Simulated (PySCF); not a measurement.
# Correlation energy of Kr⁺ (krypton, charge +1)

[Ar] 3d10 4s2 4p5, 2P determinant. Calculation: PySCF 2.14, in aug-cc-pVDZ-DK (6s5p3d, 36 functions); the spin-free X2C one-electron Hamiltonian (Gaussian nucleus). Frozen: [Ar] 3d10; 7 electrons correlated.

```csv
level,correlation energy (mhartree)
CCSD,-112.09
(T),-1.35
CCSD(T),-113.44
CCSDT,-113.66
```

Diagnostics: T1 = 0.0053, D1 = 0.0168, largest double amplitude 0.042.

**Question.** Is a single reference adequate?

**Answer.** Yes, within this model without spin-orbit coupling: T1 lies below 0.03 and no double amplitude reaches 0.07.
